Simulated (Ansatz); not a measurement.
Species: C9H10SSi, SMILES `c1(c2c(scc2)cc(c1)[SiH3])C` (charge 0, multiplicity 1), formula C9H10SSi.

### Question
How many basis functions does frozen-core CCSD(T)/cc-pVDZ // B3LYP-D3(BJ)/def2-SVP (Ansatz, an electronic-structure program) use, how many core orbitals are frozen, and how many electrons are correlated?

### Answer
212 basis functions and 19 frozen orbitals, which leaves 56 correlated electrons. Core time is of the order of minutes.
